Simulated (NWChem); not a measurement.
System: silanone (SiH2O); SMILES [SiH2]=O

```xyz
4

Si     0.0000     0.0000    -0.4410
O      0.0000     0.0000     1.0911
H      0.0000    -1.2354    -1.2774
H      0.0000     1.2354    -1.2774
```
Atoms are numbered in this order, from 1.

All runs: NWChem. All runs use the structure optimised with PBE0/def2-SVP. Ions are spin-unrestricted doublets at the neutral geometry; other ion states weren't tried.

```tsv
level	basis functions	vertical ionisation energy, ΔSCF (eV)	−ε(HOMO) (eV)	ΔSCF minus −ε(HOMO) (eV)
CAM-B3LYP/STO-3G	16	?	?	?
CAM-B3LYP/def2-SVP	42	10.61	9.45	1.16
CAM-B3LYP/def2-SVPD	63	10.79	9.73	1.06
CAM-B3LYP/def2-TZVP	80	10.73	9.68	1.05
CAM-B3LYP/def2-TZVPD	101	10.75	9.72	1.03
CAM-B3LYP/def2-TZVPP	101	10.74	9.68	1.06
```

Question: Fill in the missing entries.

Answer: 
- CAM-B3LYP/STO-3G, vertical ionisation energy, ΔSCF (eV): 6.85
- CAM-B3LYP/STO-3G, −ε(HOMO) (eV): 5.09
- CAM-B3LYP/STO-3G, ΔSCF minus −ε(HOMO) (eV): 1.76
